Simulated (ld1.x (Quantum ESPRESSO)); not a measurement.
## terbium (Tb): one change to an RRKJ potential, before and after

```json
{
  "Element": "terbium (Tb)",
  "Generator": "ld1.x (Quantum ESPRESSO) 7.5",
  "Type": "norm-conserving RRKJ (Kleinman–Bylander form)",
  "Functional": "PBE",
  "Relativity": "scalar-relativistic",
  "Frozen core": "[Kr] 4d10 4f8",
  "Valence charge": "11",
  "Reference configuration": "5s2 5p6 5d1 6s0 6p0 (charge +2)",
  "Partial waves": "5p (bound): rc 1.70 bohr; 5d (bound): rc 2.65 bohr; 5s (bound): rc 1.80 bohr",
  "Local potential": "the s channel",
  "Core correction": "none"
}
```

Change: wave 5d (bound): rc 2.65 bohr becomes 5d (bound): rc 2.92 bohr.

Cutoffs: the cutoffs (Ry, on a coarse ladder) from which the occupation-weighted sum of valence levels, in a spherical-Bessel basis at the reference potential, stays within 10 and 1 mRy of its value at 400 Ry; they do not see the model core or the augmentation charge, which bear on the density cutoff. Errors are all-electron minus pseudo energies relative to the spin-unpolarised reference configuration.

Q: Predict the effect on cutoff, ghosts and configuration errors.

A: The potential gets neither clearly harder nor softer (50 Ry and 80 Ry → 50 Ry and 80 Ry); the p channel sets the loose cutoff, while the largest relative change is in d, which becomes softer; of the 7 tests that both files solve, the error grows in 0 and shrinks in 1 by more than 15 % and 0.3 meV (median size 473.3 → 472.0 meV); neither file shows a bound ghost at the reference potential, the only one tested.

```csv
quantity,base,changed
"cutoff, loose",50 Ry,50 Ry
"cutoff, tight",80 Ry,80 Ry
loose cutoff by channel (10 mRy a level),"p 40 Ry, d 15 Ry, s 40 Ry","p 40 Ry, d 12 Ry, s 40 Ry"
bound ghosts,none,none
"error for 5s2 5p6 5d1 6s2 6p0, meV [ΔE -19.01 eV]",+735,+732
"error for 5s2 5p6 5d1 6s1 6p0, meV [ΔE -12.26 eV]",+473,+472
"error for 5s2 5p6 5d0 6s0 6p0, meV [ΔE 19.88 eV]",-17,-1.5
"error for 5s2 5p6 5d2 6s1 6p0, meV [ΔE -17.07 eV]",+323,+323
"error for 5s2 5p6 5d1.5 6s1.5 6p0, meV [ΔE -18.08 eV]",+515,+513
"error for 5s2 5p6 5d1 6s0 6p1, meV [ΔE -8.60 eV]",+35,+35
"error for 5s2 5p6 5d1 6s1.5 6p0, meV [ΔE -16.29 eV]",+625,+623
```

Base: These tests converged, but a pseudo level misses the all-electron one widely, so the file describes the atom poorly there or has found another state: 5s2 5p6 5d1 6s1.5 6p0: empty 6p by 2.4 eV. Changed file: These tests converged, but a pseudo level misses the all-electron one widely, so the file describes the atom poorly there or has found another state: 5s2 5p6 5d1 6s1.5 6p0: empty 6p by 2.4 eV.
